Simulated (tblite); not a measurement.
CH$_{5}$N$_{2}$S (SMILES NC([NH3+])=S), charge +1, singlet, at a GFN2-xTB geometry; IPEA1-xTB (tblite).

Input for tblite:
```
$ tblite run mol.xyz --method ipea1 --charge 1 --spin 0 --json tblite.json --no-restart

# file mol.xyz
9

N      1.13272355    -1.07190807    -0.25474547
C      0.11655556    -0.23660274    -0.05111200
N     -1.24763856    -0.93480136    -0.13643960
S      0.10764279     1.34012233     0.26005663
H      1.04219021    -2.05795163    -0.44565705
H      2.06805560    -0.69319618    -0.21595456
H     -1.95790376    -0.20395163     0.03487192
H     -1.35329073    -1.67200907     0.57652211
H     -1.41626422    -1.34826633    -1.06572110
```

What the program printed (banner, timings and long lists left out):

```
xTB calculator
 | screened Coulomb repulsion
 | Coulomb electrostatics
 |  * isotropic Klopman-Ohno-Mataga-Nishimoto electrostatics
 |  * onsite third-order electrostatics
 | DFT-D3(BJ) dispersion correction

halogen bonding energy    0.0000000000000E+00 Eh
repulsion energy          2.1224921604929E-01 Eh
dispersion energy        -2.8635285115638E-03 Eh
number of electrons       2.4000000000000E+01 e
integral cutoff           4.0000000000000E+01 bohr

------------------------------------------------------------
  cycle        total energy    energy error   density error
------------------------------------------------------------
      1     -15.93148983366  -1.6140876E+01   4.9410937E-01
      2     -16.01654133687  -8.5051503E-02   2.8681640E-01
      3     -15.99203492521   2.4506412E-02   2.1867455E-01
      4     -16.14913209051  -1.5709717E-01   6.5730455E-02
      5     -16.15204876574  -2.9166752E-03   2.4343474E-02
      6     -16.15371438724  -1.6656215E-03   5.0828894E-03
      7     -16.15379399823  -7.9610993E-05   9.6012127E-04
      8     -16.15379472000  -7.2176810E-07   7.2801701E-04
      9     -16.15379641486  -1.6948581E-06   9.3096913E-05
     10     -16.15379644387  -2.9009293E-08   2.9647803E-05
     11     -16.15379644670  -2.8280454E-09   6.5274009E-07
------------------------------------------------------------

electronic energy        -1.6363182134236E+01 Eh
total energy             -1.6153796446698E+01 Eh

Post processing:
 | Mayer-Wiberg bond orders

[Info] JSON dump of results written to 'tblite.json'
```
